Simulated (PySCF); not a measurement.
Ga(CF3)(Cl)2, SMILES F[C](F)(F)[Ga]([Cl])[Cl] (CCl2F3Ga), PBE0/def2-SVP optimised geometry. Atoms within 1.6 Å of the plane z = 0.6 Å (x, y, z in Å): Ga1 (-0.03, 0.45, 0.00), C2 (-1.07, -1.27, 0.03), F3 (-0.32, -2.32, -0.29), F4 (-2.10, -1.23, -0.83), F5 (-1.57, -1.49, 1.25), Cl6 (2.10, 0.45, 0.00), Cl7 (-1.03, 2.32, 0.00).

Calculation: PBE0/def2-TZVP (PySCF 2.14.0).

Map of the log10 of the electron density (e/bohr³), floored at −4 on the plane z = 0.6 Å:

```
|          .....                |
|        .::--:::.              |
|      .::-====--:.             |
|      :--=+++++=-:.            |
|     .:-+**##**+=-:.           |
|     :-=+##%%%#*+=:..          |
|    .:-+*#%@@%%*+=-::....      |
|    .:=+*%@@@@%#*=------::.    |
|    .:=+*%%@@@%#*+=-====--:.   |
|    .:=+*#%%%%%#*+=++++++=-:.  |
|    .:-=+*#%%%##*++***#**+=-:  |
|     .:=++*######**##%%%#*+=:. |
|     .:-=++*##%%%###%%@%%#+=-. |
|      .:-=+**%@@@##%%@@@%#*=-. |
|      .:-=+**%@@@##%%@@@%#*=-. |
|     .:--=+*##%%%###%%@%%#+=-. |
|    .:-==+*######**##%%%#*+=:. |
|    .:=+**##%###*++**##**+=-:  |
|    :-=+#%%%%%#*++=++++++=-:.  |
|   .:-+*#@@@%%#*+=--====--:.   |
|   .:-+*%@@@%##*+=------::.    |
|    :-=*#%@%%##*+=-::....      |
|    .-=+*#######*+-:.          |
|    .:-=+****###*+-:           |
|     .:-==++**#*+=-.           |
|      .::--=++*++=:.           |
|        .::-====-:.            |
|          .::---:.             |
|            .....              |
|                               |
|                               |
```
Scale: ten equal steps from -4.00 (start of ' ') to -0.422 (end of '@'), in the order ' .:-=+*#%@'; x runs from -4.50 to 4.50, y from -4.50 (bottom) to 4.50 (top).
